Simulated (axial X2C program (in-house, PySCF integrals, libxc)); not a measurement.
The numbers below are computed, except where a source is named.
**Ca₂⁺: input and output of an EOM-IP-CCSD run**

Program: an in-house all-electron X2C program for linear molecules (integrals from PySCF).

Input and command:
```json
{"zs": [20, 20], "q": 1, "bas": ["dyall-cv3z", "dyall-cv3z"], "r0": 3.42, "eom": "ip", "rq": 0, "thr": -2.0, "nmax": 95, "grid": [1, 0.96, 1.045, 0.92, 1.09, 1.15]}
```
```bash
python soeom.py task.json out
```

Keys: zs atomic numbers; q charge; bas basis sets; r0 starting distance in Å; eom kind of EOM run; rq charge at which the geometry is sought; thr threshold in hartree for freezing inner shells (an s shell follows its p shell); nmax most natural virtual spinors; grid distances as factors.

Output at R = 4.235 Å (near the PBE0 minimum at charge 0 of the determinant lowest at the starting distance; the state shown can have its own minimum elsewhere), reference Ca₂:

```
two-component X2C + atomic mean field  HF
basis functions 210  fitting functions 684  grid points 5812
iter        total energy     max residual
   1      -1358.986786314     1.71e-01
   2      -1359.000758441     5.90e-03
   3      -1359.001102460     2.95e-03
   4      -1359.001124245     5.17e-04
   5      -1359.001125760     1.18e-04
   6      -1359.001125926     5.97e-05
   7      -1359.001125957     1.23e-05
   8      -1359.001125959     3.49e-06
   9      -1359.001125960     1.66e-06
converged
one-electron -1959.97749650  Coulomb 622.16195078  exact exchange -70.89326545  xc functional 0.00000000  nuclear repulsion 49.98131862  atomic mean-field constant -0.27363341
correlated 20  virtual 304  natural virtual 82  E(MP2) -0.569674765  MP2 remainder -0.111135830
iter   CCSD correlation   residual
   1     -0.487767382   1.51e-01
   2     -0.497819807   5.76e-02
   3     -0.497835793   1.59e-02
   4     -0.497744128   6.85e-03
   5     -0.497769479   2.34e-03
   6     -0.497766006   8.23e-04
   7     -0.497763810   2.74e-04
   8     -0.497766653   1.17e-04
   9     -0.497765680   5.24e-05
  10     -0.497765427   2.05e-05
  11     -0.497765169   7.42e-06
  12     -0.497765090   3.07e-06
  13     -0.497765085   1.50e-06
(T) -0.010914688  T1 0.0188  D1 0.0509  max T2 0.125
EOM-IP-CCSD roots
2*Omega      energy/Eh   energy/eV  one-particle weight
    1       0.18850422      5.1295      0.948
    1       0.23499205      6.3945      0.768
    1       0.28008803      7.6216      0.000
    1       0.28656821      7.7979      0.000
    3       0.28008827      7.6216      0.000
    3       0.28708126      7.8119      0.000
    3       0.29501297      8.0277      0.000
    5       0.29516789      8.0319      0.000
```
T1 in the output is the amplitude norm over the root of the electron number; divide by √2 for the Lee–Taylor value.

Reference electrons by ω block (each with its −ω partner): 1/2: 16, 3/2: 4. Root energies count from the CCSD energy of the reference. The reference need not be the lowest state of its species. All roots sought are printed; those with a small one-particle weight need a further excitation, are placed far too high, and may in truth lie low or lowest. Inner shells are frozen, and levels at this size can be off by some tenths of an eV.
